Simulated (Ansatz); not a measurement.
`Cl[Si]1(I)CO1`, charge 0, multiplicity 1.

**Question.** Give a relaxed structure at PBE0-D4/def2-TZVP (Ansatz). (An estimate is asked.)

**Answer.** Computed: 
Cartesian coordinates in Å:
```
Cl -1.415 0.936 1.872
Si -0.243 -0.189 0.665
I 0.752 -1.988 1.901
C 0.376 0.409 -0.907
O -0.809 -0.513 -0.836
H 0.110 1.391 -1.291
H 1.228 -0.047 -1.405
```
